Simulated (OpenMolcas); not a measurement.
# Ne V: input and output

Input:

```
&GATEWAY
Coord
1

Ne 0.0 0.0 0.0
Basis=ANO-RCC-VTZP
Group=XYZ
NoMove
AngMom=0.0 0.0 0.0
AMFI
&SEWARD
Relativistic=R04O02
&RASSCF
FileOrb=start.orb
Symmetry=1
Spin=3
nActEl=4 0 0
Inactive=1 0
Ras2=1 3
CIRoot=6 6 1
SDav=6
CIMx=300
Iter=120 100
PrWF=0.3
OrbListing=Nothing
MaxOrb=0
Atom
>>> COPY $Project.JobIph JOBPRE
&RASSCF
FileOrb=start.orb
Symmetry=1
Spin=3
nActEl=4 0 2
Inactive=1 0
Ras2=1 3
Ras3=5 0
CIRoot=3 3 1
SDav=211
CIMx=300
Iter=120 100
PrWF=0.3
OrbListing=Nothing
MaxOrb=0
Thrs=2.0e-7 1.0e-1 5.0e-4
Atom
>>> COPY $Project.JobIph JOB001
&RASSCF
FileOrb=start.orb
Symmetry=1
Spin=1
nActEl=4 0 2
Inactive=1 0
Ras2=1 3
Ras3=5 0
CIRoot=6 6 1
SDav=192
CIMx=300
Iter=120 100
PrWF=0.3
OrbListing=Nothing
MaxOrb=0
Thrs=2.0e-7 1.0e-1 5.0e-4
Atom
>>> COPY $Project.JobIph JOB002
&RASSCF
FileOrb=start.orb
Symmetry=2
Spin=5
nActEl=4 0 2
Inactive=1 0
Ras2=1 3
Ras3=5 0
CIRoot=1 1 1
SDav=36
CIMx=300
Iter=120 100
PrWF=0.3
OrbListing=Nothing
MaxOrb=0
Thrs=2.0e-7 1.0e-1 5.0e-4
Atom
>>> COPY $Project.JobIph JOB003
&RASSCF
FileOrb=start.orb
Symmetry=2
Spin=3
nActEl=4 0 2
Inactive=1 0
Ras2=1 3
Ras3=5 0
CIRoot=5 5 1
SDav=174
CIMx=300
Iter=120 100
PrWF=0.3
OrbListing=Nothing
MaxOrb=0
Thrs=2.0e-7 1.0e-1 5.0e-4
Atom
>>> COPY $Project.JobIph JOB004
&RASSI
NrOfJobIphs=3 3 6 1
1 2 3
1 2 3 4 5 6
1
IphNames
JOB001
JOB002
JOB003
EJob
SpinOrbit
DIPRint=1.0
SOCoupling=1000.0
Subsets=2
MEES
Property=10
'ANGMOM' 1 'ANGMOM' 2 'ANGMOM' 3 'MLTPL  1' 1 'MLTPL  1' 2 'MLTPL  1' 3
'AMFI' 1 'AMFI' 2 'AMFI' 3 'MLTPL  2' 6
SOProperty=3
'ANGMOM' 1 'ANGMOM' 2 'ANGMOM' 3
```

Launched by
```bash
OMP_NUM_THREADS=1 MOLCAS_MEM=2252 MOLCAS_PROJECT=a pymolcas a.inp > a.log  # once for each step of the input, in one work folder
```

A driver script runs the steps one by one and writes start.orb anew before each from the orbitals found so far.

Output, cut to the results:

```
--- SEWARD ---
Basis set label: NE.ANO-RCC...4S3P2D1F.

      Electronic valence basis set:
      ------------------
      Associated Effective Charge  10.000000 au
      Associated Actual Charge     10.000000 au
      Nuclear Model: Point charge

      Shell  nPrim  nBasis  Cartesian Spherical Contaminant
         s      14       4        X
         p       9       3        X
         d       4       2                 X
         f       3       1                 X
Relativistic=R04O02
                  Relativistic Douglas-Kroll-Hess integrals:
                    - DKH order of Hamiltonian: 4
                    - DKH order of Properties : 2
--- RASSCF ---
Wave function specifications:
      -----------------------------

      Number of closed shell electrons           2
      Number of electrons in active shells       4
      Max number of holes in RAS1 space          0
      Max nr of electrons in RAS3 space          2
      Number of inactive orbitals                1
      Number of active orbitals                  9
      Number of secondary orbitals              20
      Spin quantum number                      1.0
      State symmetry                             1
Orbital specifications:
      -----------------------

      Symmetry species                           1   2
                                                ag  au
      Frozen orbitals                            0   0
      Inactive orbitals                          1   0
      Active orbitals                            6   3
      RAS1 orbitals                              0   0
      RAS2 orbitals                              1   3
      RAS3 orbitals                              5   0
      Secondary orbitals                         7  13
      Deleted orbitals                           0   0
      Number of basis functions                 14  16
      Number of CSFs                           211
      Number of root(s) required                 3
      Iter CI   SX   CI       RASSCF       Energy    max ROT     max BLB   max BLB  Level Ln srch  Step   QN
          iter iter root      energy       change     param      element    value   shift minimum  type update
 Nr of preliminary CI iterations:   1
        1   1    7    0  -120.76277422    0.00E+00   2.48E-02    1   8 1 -5.54E-02*  0.00   0.00    SX    NO
        2   1    7    0  -120.76586349   -3.09E-03*  1.05E-02    2   8 1 -9.88E-03*  0.00   0.00    SX    NO
        3   1    6    0  -120.76591791   -5.44E-05* -2.07E-03    3   6 2  9.05E-04*  0.00   0.00    SX    NO
        4   1    5    0  -120.76591983   -1.92E-06* -6.43E-04    2   8 1 -1.61E-04   0.00   0.00    SX    NO
        5   1    5    0  -120.76591991   -8.40E-08   1.80E-04    3   6 2  2.90E-05   0.00   1.06    QN   YES
      Convergence after  5 iterations
        6   1    5    0  -120.76591991   -4.40E-09   1.80E-04    2   8 1  4.37E-06   0.00   1.06    QN   YES
      Natural orbitals and occupation numbers for root  1
      sym 1:   1.961983   0.002115   0.001494   0.001263   0.001494   0.002115
      sym 2:   0.998310   0.998310   0.032915
      Natural orbitals and occupation numbers for root  2
      sym 1:   1.961983   0.001263   0.001494   0.002115   0.002115   0.001494
      sym 2:   0.998310   0.032915   0.998310
      Natural orbitals and occupation numbers for root  3
      sym 1:   1.961983   0.001263   0.001494   0.002115   0.002115   0.001494
      sym 2:   0.032915   0.998310   0.998310
::    RASSCF root number  1 Total energy:   -120.76591991
::    RASSCF root number  2 Total energy:   -120.76591991
::    RASSCF root number  3 Total energy:   -120.76591991
--- RASSCF ---
Wave function specifications:
      -----------------------------

      Number of closed shell electrons           2
      Number of electrons in active shells       4
      Max number of holes in RAS1 space          0
      Max nr of electrons in RAS3 space          2
      Number of inactive orbitals                1
      Number of active orbitals                  9
      Number of secondary orbitals              20
      Spin quantum number                      0.0
      State symmetry                             1
Orbital specifications:
      -----------------------

      Symmetry species                           1   2
                                                ag  au
      Frozen orbitals                            0   0
      Inactive orbitals                          1   0
      Active orbitals                            6   3
...
--- RASSI ---
SPIN-FREE ENERGIES:
  (Shifted by EMIN (a.u.) =       -120.7659199142)

 SF State       Relative EMIN(au)   Rel lowest level(eV)    D:o, cm**(-1)      L_eff

     1             0.0000000000        0.0000000000              0.0000         1.0
     2             0.0000000000        0.0000000000              0.0000         1.0
     3             0.0000000000        0.0000000000              0.0000         1.0
     4             0.1431913523        3.8964351951          31426.8693         2.0
     5             0.1431913523        3.8964351951          31426.8693         2.0
     6             0.1431913523        3.8964351951          31426.8693         2.0
     7             0.1431913523        3.8964351951          31426.8693         2.0
     8             0.1431913523        3.8964351951          31426.8693         2.0
     9             0.3020714775        8.2197836477          66297.0262         0.0
    10             0.3866699765       10.5218260808          84864.2506         0.0
     Dipole printing threshold changed to   1.00000000E+00

++ Dipole transition strengths (spin-free states):
   -----------------------------------------------
     for osc. strength at least  1.00000000E+00

  ( Max oscillator strength is only    2.9102892987877857E-036 )
--
Eigenvalues of complex Hamiltonian:
   -----------------------------------
  (Shifted by EMIN (a.u.) =       -120.7659199142)

 SO State       Relative EMIN(au)   Rel lowest level(eV)    D:o, cm**(-1)     J-value

     1            -0.0035466386        0.0000000000              0.0000         0.0
     2            -0.0017330728        0.0493496394            398.0317         0.9
     3            -0.0017330728        0.0493496394            398.0317         0.7
     4            -0.0017330728        0.0493496394            398.0317         0.7
     5             0.0016915867        0.1425393696           1149.6575         1.2
...
```

The J values that RASSI prints are effective ones from its own formula and need not be integers or half-integers; the table below assigns J from the states.

Levels above the lowest, from the spin-orbit matrix, grouped by J:

| Configuration | Term | J | E (cm-1) | Measured (cm-1) | g | Term weight % |
| --- | --- | --- | --- | --- | --- | --- |
| 2s2 2p2 | 3P | 0 | 0.0 | 0.0 |  | 100 |
| 2s2 2p2 | 3P | 1 | 398 | 412 | 1.501 | 100 |
| 2s2 2p2 | 3P | 2 | 1150 | 1110 | 1.501 | 100 |
| 2s2 2p2 | 1D | 2 | 32214 | 30292 | 1.000 | 100 |
| 2s2 2p2 | 1S | 0 | 67093 | 63914 |  | 100 |
| 2s 2p3 | 5S* | 2 | 85643 |  | 2.002 | 100 |

Against the 4 measured excited levels shown (NIST levels in Podobedova, Fuhr, Reader and Wiese, J. Phys. Chem. Ref. Data 33, 525 (2004)) the mean absolute deviation is 1300 cm-1; the largest miss in energy is 2s2 2p2 1S0: computed 67093, measured 63914 cm-1 (+5.0 %), and the largest in proportion 2s2 2p2 1D2 (+6.3 %).

Active for correlation alone: 3d; no level in the range computed is led by a configuration that fills it, so any true level of that kind is missing. Computed and measured levels are paired by configuration, term and J; levels that our copy of the source lacks, or whose pairing is in doubt (as where it misses far off the trend of its configuration), stay unpaired and out of the deviations. Levels of configurations outside the active space are missing. The first state left out of the spin-orbit step lies near 180000 cm-1 above the lowest spin-free state of the reference (among the parities and spins computed), and the list stops at four fifths of that energy or lower.

The RASSCF and RASSI steps took 23 s on 1 thread of Arm Neoverse V1 (shared host); the integral step is not counted.

The term weight is that of the spin-free term in the level, not the purity of its configuration. * marks odd parity.
